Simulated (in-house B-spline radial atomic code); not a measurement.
How numerical settings move a run on As⁷⁺, [Ar] 3d8. Computed with a B-spline radial code for spherical atoms: non-relativistic B3LYP, spin-polarised, spherical fractional occupations, point nucleus.

Command:
```bash
python run_scf.py task.json out
```
Settings of the sound reference run:
```
Z                33
electrons        26
configuration    [Ar] 3d8
hamiltonian      nr
method           b3lyp
spin_polarised   True
knot_spacing     0.22
spline_order     8
gauss_points     12
box_radius       7.79
max_iterations   70
damping          0.5
damped_steps     3
diis_vectors     10
tolerance        1e-08
start            Thomas-Fermi
```

Cost of the run: 0.15 s on 1 thread of Intel(R) Xeon(R) 6975P-C (shared host).

It converges in 9 iterations to -2219.471563 hartree, with 3d down at -167.693 eV. The other runs change the listed settings, some to values that make no sense; their results aren't properties of the atom or ion. Radii are in bohr (the nuclear one in fm), a minus after a letter asks for a j subshell, and «unchanged» means within 1e-8 hartree. The run stops when the residual is below 10 × tolerance × max(1, Z/10), or a noise floor if that is larger, and the energy moves by less than 1e-8 × √|E| hartree; so very loose and very tight tolerances often act alike.

```tsv
changed settings	outcome
damped_steps = 30	converged in 20 iterations, energy unchanged, 3d down level -1.3e-06 eV
hamiltonian = dirac, method = hf, spin_polarised = False, nucleus = fermi, rms_radius = 4.0968, mass_number = 75, atomic_mass = 74.92159, speed_of_light = 24.76241	stopped with error: Z/c is past the critical charge
box_radius = 2.34	converged in 9 iterations, energy +1.40e-02 hartree from the reference, 3d down level +2.9e-01 eV (the program warns: 3d down reaches the box edge; 3s up reaches the box edge)
box_radius = 0.31	converged in 7 iterations, energy +2.22e+03 hartree from the reference, 3d down level +3.2e+03 eV (the program warns: 3d down has a positive eigenvalue: unbound, held by the box; 2s up has a positive eigenvalue: unbound, held by the box)
knot_spacing = 1, max_iterations = 75, damping = 0.95	converged in 14 iterations, energy +3.54e+00 hartree from the reference, 3d down level -6.8e-01 eV (the program warns: 3s up reaches the box edge; 3s down reaches the box edge)
knot_spacing = 1.4, box_radius = 1.17, max_iterations = 75	converged in 9 iterations, energy +8.67e+00 hartree from the reference, 3d down level +4.9e+01 eV (the program warns: 3d down reaches the box edge; 2s up reaches the box edge)
box_radius = 1.17	converged in 9 iterations, energy +8.64e+00 hartree from the reference, 3d down level +4.9e+01 eV (the program warns: 3d down reaches the box edge; 2s up reaches the box edge)
damped_steps = 0	converged in 8 iterations, energy unchanged, 3d down level -2.3e-06 eV
box_radius = 0.78	converged in 8 iterations, energy +8.02e+01 hartree from the reference, 3d down level +2.5e+02 eV (the program warns: 3d down has a positive eigenvalue: unbound, held by the box; 3p down has a positive eigenvalue: unbound, held by the box)
start = bare nucleus	converged in 10 iterations, energy unchanged, 3d down level -2.5e-06 eV
electrons = 29, configuration = [Ar] 3d11, max_iterations = 60	stopped with error: shell 3d holds at most 5 electrons (per spin)
box_radius = 3.9	converged in 9 iterations, energy +1.48e-06 hartree from the reference, 3d down level +7.1e-05 eV (the program warns: 3d down reaches the box edge)
first_knot = 0.000303, max_iterations = 75, damping = 0.2	converged in 9 iterations, energy +1.83e-07 hartree from the reference, 3d down level +2.0e-06 eV
damped_steps = 8	converged in 14 iterations, energy unchanged, 3d down level -2.8e-06 eV
```

(1) What happens with box_radius = 0.47?

(2) What happens with spline_order = 5, max_iterations = 5, damping = 0.95, damped_steps = 0?

(3) What happens with box_radius = 15.58?

(4) What happens with box_radius = 1.56?

Results:

(1) Converged in 8 iterations, energy +5.98e+02 hartree from the reference, 3d down level +1.1e+03 eV (the program warns: 3d down has a positive eigenvalue: unbound, held by the box; 3s up has a positive eigenvalue: unbound, held by the box).

(2) Not converged after 5 iterations, last residual 3.4e-04, last energy +2.58e-05 hartree from the reference.

(3) Converged in 9 iterations, energy +2.04e-08 hartree from the reference, 3d down level -1.2e-06 eV.

(4) Converged in 9 iterations, energy +1.01e+00 hartree from the reference, 3d down level +9.8e+00 eV (the program warns: 3d down reaches the box edge; 3s up reaches the box edge).
